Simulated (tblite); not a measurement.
Species: C5H14O2Si2.
Atom-mapped SMILES: `[CH3:1][CH2:2][O:3][Si@@H:4]1[CH2:5][C@H:6]([CH3:7])[SiH2:8][O:9]1` (hydrogens: H10, H11, H12 on C1; H13, H14 on C2; H15 on Si4; H16, H17 on C5; H18 on C6; H19, H20, H21 on C7; H22, H23 on Si8)

Computed with GFN2-xTB (tblite), gas phase: L-BFGS steps from a force-field or distance-geometry start until the largest atomic force falls under 0.01 eV/Å.

Step 36: E = -804.9866 eV
```
atom  x, y, z in Å  |  force x, y, z in eV/Å
C1      3.9340    0.6276    0.8728    0.016   0.003   0.009
C2      2.9032   -0.4206    0.4916    0.016   0.010   0.006
O3      1.7699    0.2051   -0.0560    0.001  -0.040   0.010
Si4     0.4581   -0.5783   -0.5710    0.003  -0.012  -0.002
C5     -0.9227    0.6672   -0.9077    0.009  -0.012  -0.001
C6     -2.2289   -0.0545   -0.5395   -0.006   0.022  -0.031
C7     -3.3881    0.9192   -0.3590   -0.004   0.003   0.022
Si8    -1.8300   -1.1888    0.9467   -0.016   0.020  -0.028
O9     -0.2470   -1.4554    0.6267    0.005  -0.012   0.005
H10     3.5221    1.3027    1.6176   -0.005   0.008  -0.008
H11     4.2178    1.2055   -0.0027   -0.006   0.002   0.003
H12     4.8147    0.1401    1.2809    0.026   0.014   0.011
H13     3.3209   -1.1149   -0.2473   -0.016   0.016   0.011
H14     2.6014   -1.0016    1.3702    0.011  -0.002  -0.025
H15     0.7613   -1.5561   -1.6164   -0.028   0.020   0.007
H16    -0.8011    1.5444   -0.2679    0.005  -0.019  -0.006
H17    -0.9617    1.0313   -1.9337    0.007  -0.021   0.011
H18    -2.4764   -0.7158   -1.3794   -0.016   0.009  -0.023
H19    -4.3057    0.3819   -0.1270   -0.008   0.002  -0.027
H20    -3.1852    1.6046    0.4612    0.001   0.021  -0.004
H21    -3.5488    1.5065   -1.2640   -0.003  -0.020   0.037
H22    -2.4809   -2.4906    0.8928   -0.010  -0.028   0.000
H23    -1.9317   -0.5326    2.2458    0.018   0.016   0.023
```

Step 37: E = -804.9870 eV
```
atom  x, y, z in Å  |  force x, y, z in eV/Å
C1      3.9325    0.6298    0.8721    0.023   0.011   0.013
C2      2.9051   -0.4216    0.4916    0.017   0.010   0.007
O3      1.7709    0.2001   -0.0571   -0.008  -0.020   0.000
Si4     0.4587   -0.5811   -0.5726   -0.024  -0.012   0.021
C5     -0.9211    0.6661   -0.9056   -0.008  -0.002  -0.004
C6     -2.2289   -0.0541   -0.5395   -0.004   0.008  -0.022
C7     -3.3877    0.9206   -0.3598    0.008  -0.005   0.023
Si8    -1.8317   -1.1897    0.9464   -0.008   0.019  -0.027
O9     -0.2490   -1.4576    0.6242    0.000  -0.019   0.015
H10     3.5186    1.3045    1.6162   -0.007   0.008  -0.005
H11     4.2154    1.2086   -0.0031   -0.011   0.000  -0.003
H12     4.8154    0.1467    1.2805    0.025   0.006   0.015
H13     3.3246   -1.1157   -0.2457   -0.004   0.006  -0.005
H14     2.6036   -1.0028    1.3695    0.012  -0.007  -0.005
H15     0.7563   -1.5596   -1.6171   -0.015   0.008  -0.012
H16    -0.7987    1.5412   -0.2636    0.008  -0.015   0.000
H17    -0.9611    1.0337   -1.9301    0.011  -0.019  -0.001
H18    -2.4757   -0.7155   -1.3797   -0.017   0.014  -0.022
H19    -4.3063    0.3845   -0.1285    0.000   0.006  -0.035
H20    -3.1844    1.6050    0.4612    0.000   0.024  -0.006
H21    -3.5452    1.5084   -1.2651   -0.011  -0.019   0.041
H22    -2.4853   -2.4909    0.8940   -0.003  -0.017  -0.002
H23    -1.9306   -0.5335    2.2462    0.017   0.013   0.016
```

Step 38: E = -804.9874 eV
```
atom  x, y, z in Å  |  force x, y, z in eV/Å
C1      3.9313    0.6322    0.8717    0.023   0.015   0.012
C2      2.9070   -0.4224    0.4916    0.014   0.006   0.005
O3      1.7717    0.1951   -0.0584   -0.013   0.002  -0.006
Si4     0.4587   -0.5843   -0.5738   -0.040  -0.013   0.038
C5     -0.9196    0.6649   -0.9036   -0.018   0.004  -0.006
C6     -2.2288   -0.0535   -0.5398   -0.002  -0.009  -0.008
C7     -3.3870    0.9220   -0.3602    0.014  -0.009   0.018
Si8    -1.8333   -1.1903    0.9457   -0.003   0.009  -0.013
O9     -0.2509   -1.4603    0.6224   -0.008  -0.022   0.022
H10     3.5147    1.3063    1.6148   -0.006   0.007  -0.001
H11     4.2123    1.2116   -0.0036   -0.012   0.000  -0.007
H12     4.8162    0.1531    1.2804    0.020   0.003   0.016
H13     3.3278   -1.1163   -0.2444    0.009  -0.002  -0.018
H14     2.6057   -1.0040    1.3687    0.014  -0.011   0.014
H15     0.7514   -1.5629   -1.6180   -0.006  -0.003  -0.027
H16    -0.7960    1.5378   -0.2590    0.009  -0.007   0.005
H17    -0.9601    1.0358   -1.9264    0.016  -0.015  -0.015
H18    -2.4752   -0.7150   -1.3803   -0.018   0.021  -0.021
H19    -4.3068    0.3870   -0.1308    0.004   0.006  -0.033
H20    -3.1836    1.6059    0.4611   -0.001   0.022  -0.003
H21    -3.5418    1.5098   -1.2654   -0.018  -0.009   0.032
H22    -2.4894   -2.4913    0.8950    0.006   0.000  -0.003
H23    -1.9291   -0.5342    2.2469    0.017   0.006   0.000
```

Question: Estimate the geometry and energy of step 39. (The exact step hangs on the optimiser's Hessian estimate; all steps are aligned on step 38, rigid shifts and turns removed.)

Answer: E = -804.9878 eV, largest force 0.061 eV/Å
```
atom  x, y, z in Å  |  force x, y, z in eV/Å
C1      3.9304    0.6350    0.8715    0.014   0.012   0.007
C2      2.9093   -0.4232    0.4916    0.007  -0.001   0.002
O3      1.7723    0.1897   -0.0598   -0.015   0.016  -0.007
Si4     0.4582   -0.5880   -0.5743   -0.040  -0.015   0.043
C5     -0.9184    0.6637   -0.9016   -0.019   0.005  -0.007
C6     -2.2289   -0.0531   -0.5403    0.000  -0.024   0.008
C7     -3.3860    0.9233   -0.3601    0.015  -0.008   0.009
Si8    -1.8352   -1.1907    0.9449    0.001  -0.006   0.008
O9     -0.2530   -1.4636    0.6211   -0.016  -0.022   0.026
H10     3.5105    1.3084    1.6132   -0.003   0.005   0.002
H11     4.2089    1.2148   -0.0044   -0.010  -0.001  -0.009
H12     4.8176    0.1600    1.2805    0.010   0.003   0.014
H13     3.3314   -1.1169   -0.2433    0.021  -0.004  -0.026
H14     2.6083   -1.0054    1.3681    0.018  -0.011   0.027
H15     0.7460   -1.5664   -1.6194    0.001  -0.006  -0.033
H16    -0.7929    1.5341   -0.2543    0.007   0.001   0.008
H17    -0.9586    1.0377   -1.9229    0.019  -0.010  -0.027
H18    -2.4750   -0.7140   -1.3814   -0.019   0.025  -0.019
H19    -4.3073    0.3897   -0.1340    0.006   0.003  -0.022
H20    -3.1828    1.6075    0.4609   -0.002   0.015   0.002
H21    -3.5386    1.5111   -1.2651   -0.021   0.006   0.014
H22    -2.4936   -2.4918    0.8959    0.014   0.018  -0.004
H23    -1.9272   -0.5348    2.2475    0.014  -0.001  -0.018
```

The energy changes by -0.0004 eV. The first-order estimate −F·Δx gives -0.0006 eV and the mean of the old and new forces, exact on a quadratic surface, -0.0004 eV. The step makes an angle of 77° with the force vector and moves no atom by more than 0.007 Å.

What follows is the cost of the whole relaxation. The run took 1.5 s of wall time on Arm Neoverse N1, one thread, no GPU, on a shared host.
